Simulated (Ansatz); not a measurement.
(H2In-mu-Cl)2 (In₂H₄Cl₂). The state is a singlet with charge 0. Geometry PBE0-D4/def2-SVP.

```tsv
atom	x (Å)	y (Å)	z (Å)
In1	1.1399	-1.2676	0.7801
H2	2.7626	-0.7482	0.6699
H3	0.2263	-2.5802	1.3781
Cl4	-0.1522	0.8234	1.5604
In5	-1.1406	1.2671	-0.7799
H6	-0.2354	2.5836	-1.3820
H7	-2.7603	0.7398	-0.6640
Cl8	0.1598	-0.8179	-1.5625
```

In the def2 sets In takes a core potential; there is no spin–orbit coupling.

(1) Estimate the orbital energies around the gap (eV) in Ansatz with HF/def2-TZVP, LDA (SPW92)/def2-TZVP, PBE-D4/def2-TZVP, r2SCAN-D4/def2-TZVP, PBE0-D4/def2-TZVP.

## Answers

(1) 
| orbital | HF/def2-TZVP | LDA (SPW92)/def2-TZVP | PBE-D4/def2-TZVP | r2SCAN-D4/def2-TZVP | PBE0-D4/def2-TZVP |
| --- | --- | --- | --- | --- | --- |
| HOMO−13 | -28.42 | -19.11 | -19.04 | -19.74 | -21.63 |
| HOMO−12 | -28.42 | -19.11 | -19.04 | -19.72 | -21.62 |
| HOMO−11 | -28.30 | -19.10 | -19.03 | -19.72 | -21.59 |
| HOMO−10 | -27.87 | -18.68 | -18.65 | -19.39 | -21.20 |
| HOMO−9 | -16.24 | -11.59 | -11.33 | -11.69 | -12.81 |
| HOMO−8 | -15.86 | -11.23 | -10.98 | -11.33 | -12.45 |
| HOMO−7 | -13.50 | -9.03 | -8.87 | -9.25 | -10.24 |
| HOMO−6 | -13.50 | -8.74 | -8.59 | -8.98 | -10.03 |
| HOMO−5 | -12.95 | -8.65 | -8.50 | -8.87 | -9.82 |
| HOMO−4 | -12.68 | -8.09 | -7.96 | -8.34 | -9.31 |
| HOMO−3 | -12.52 | -7.92 | -7.80 | -8.15 | -9.22 |
| HOMO−2 | -12.02 | -7.89 | -7.77 | -8.15 | -9.04 |
| HOMO−1 | -11.90 | -7.79 | -7.70 | -8.03 | -8.92 |
| HOMO | -11.31 | -7.15 | -7.07 | -7.41 | -8.33 |
| LUMO | 1.16 | -2.28 | -1.97 | -1.63 | -1.26 |
| LUMO+1 | 1.59 | -1.64 | -1.38 | -1.05 | -0.54 |
| LUMO+2 | 1.85 | -1.62 | -1.37 | -1.04 | -0.48 |
| LUMO+3 | 2.01 | -1.01 | -0.77 | -0.40 | -0.05 |
| LUMO+4 | 2.75 | -0.96 | -0.77 | -0.39 | -0.05 |
| LUMO+5 | 3.17 | -0.62 | -0.46 | -0.07 | 0.32 |
